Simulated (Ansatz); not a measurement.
Job for Ansatz (a program for electronic structure): R-r2SCAN/def2-TZVPPD on CHN3 (a complex). Files ending in .json are basis or fitting sets from the Basis Set Exchange.

Ansatz 0.2 input:
```yaml
crystal:
  periodic: [false, false, false]
  atoms:
    - {symbol: N, position_ang: [0.06391486, 0.32300396, -1.09638648]}
    - {symbol: N, position_ang: [0.03054041, 0.11817665, -0.02597587]}
    - {symbol: C, position_ang: [-0.07734372, -0.54918415, 3.42180616]}
    - {symbol: N, position_ang: [-0.11256096, -0.76755802, 4.54661485]}
    - {symbol: H, position_ang: [-0.04446972, -0.34468306, 2.37381701]}
basis:
  gaussian:
    orbitals: def2-TZVPPD.json
hamiltonian:
  xc: {name: r2SCAN}
scf: {lower_state_search: off}
```

The head of its log:

```
WARN ansatz: RAYON_NUM_THREADS=2 ignored (pool sized by the plan → 2); use --threads N
Functional definition: r2SCAN
these checks for a lower state are left out or cut short: stability, starts, cluster_reference, orbital_swaps, neighbouring_geometries, increment
integrals: 0.05 GiB planned
770 factors; their error is unknown
mean field: 0.48 GiB planned
mean field evaluation 1: about -5516.5228 eV, gradient 5.1e1 eV
mean field evaluation 2: about -5506.9709 eV, gradient 8.0e1 eV
```

**Question.** What total energy does the run end on?

**Answer.** -202.9186 hartree.
